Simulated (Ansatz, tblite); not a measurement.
Forces on MgZn₂⁺ at its PBE/def2-TZVP geometry. Total charge 1; doublet.

The xTB rows come from tblite. The structure comes from a short search, and lower isomers may exist.

GFN1-xTB (tblite), largest force 0.28 eV/Å:

```xyz
3
positions Å, forces eV/Å
Mg    0.365   -2.070   -1.780   -0.022    0.126    0.109
Zn   -0.001    0.033    0.028   -0.016    0.085    0.073
Zn   -0.365    2.037    1.751    0.038   -0.211   -0.181
```

GFN2-xTB (tblite), largest force 0.42 eV/Å:

```
Mg 0.022 -0.128 -0.110
Zn 0.036 -0.190 -0.163
Zn -0.058 0.318 0.273
```

r2SCAN/def2-TZVP (Ansatz), largest force 0.14 eV/Å:

```
Mg -0.011 0.065 0.056
Zn -0.009 0.040 0.034
Zn 0.020 -0.105 -0.090
```
